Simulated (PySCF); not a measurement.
Continuum solvent and chemical shifts

Bonds: C1-C2, C2-C3, C3-C4, C4-C5, C5-C6, C6-C7, C7-C8, C8-N9, C7-C2. C1 carries H10, H11, H12; C3 carries H13; C4 carries H14; C5 carries H15; C6 carries H16; C8 carries H17; N9 carries H18.

GIAO PBE0/pcSseg-1 in PySCF 2.14 on one PBE0-D3(BJ)/def2-SVP conformer, non-relativistic, equivalent nuclei averaged. Solvents enter as an IEF-PCM continuum (chloroform with ε = 4.7, methanol with ε = 32.6) around the gas-phase geometry. Shifts are referred to TMS computed in the same medium.

In chloroform, δ in ppm: C8 174.7, C2 146.0, C7 139.1, C4 138.9, C3 137.1, C5 132.4, C6 131.4, C1 21.2, H18 10.37, H17 9.10, H16 8.72, H14 7.61, H15 7.55, H13 7.45. Dipole moment 2.83 D.

Problem. How does each δ change in the more polar medium?

Solution. 
```csv
atoms,environment,"Δδ, methanol"
C8,"carbon bonded to C, N, H",+1.5
C2,carbon bonded to 3 C,+1.3
C7,carbon bonded to 3 C,+0.2
C4,"carbon bonded to 2 C, H",+0.7
C3,"carbon bonded to 2 C, H",+0.8
C5,"carbon bonded to 2 C, H",+0.2
C6,"carbon bonded to 2 C, H",-0.4
C1,"carbon bonded to C, 3 H",+0.1
H18,hydrogen on a nitrogen bonded to C,0.00
H17,"hydrogen on a carbon bonded to C, N",+0.07
H16,hydrogen on a carbon bonded to 2 C,-0.06
H14,hydrogen on a carbon bonded to 2 C,+0.08
H15,hydrogen on a carbon bonded to 2 C,+0.05
H13,hydrogen on a carbon bonded to 2 C,+0.10
```

Changes are relative to chloroform. The dipole moment becomes 3.14 D in methanol.

Problem. Which nuclei move most (in ppm), and what does the model miss?

Solution. C8 (carbon bonded to C, N, H, +1.5 ppm) in methanol. A continuum only polarises the solute; specific hydrogen bonds, the anisotropy of aromatic solvents and changes of geometry or conformer are outside it.
